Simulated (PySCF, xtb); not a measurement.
C₃H₆BN₃, SMILES CNB1N=CC=N1.

GFN2-xTB (xtb) at its own geometry gives an orbital gap of 1.52 eV and a dipole moment of 1.45 D.

Geometry: B3LYP-D3(BJ)/def2-SVP. The structure was generated by enumeration, and PubChem lists no compound with its InChIKey, so it may never have been made. Other conformers were not sampled.

Question: What does PBE/def2-TZVP in PySCF give? (An estimate is asked for; the answer gives what the named calculation found.)

Answer: gap 2.56 eV (levels -5.89 and -3.34 eV), dipole 1.11 D.
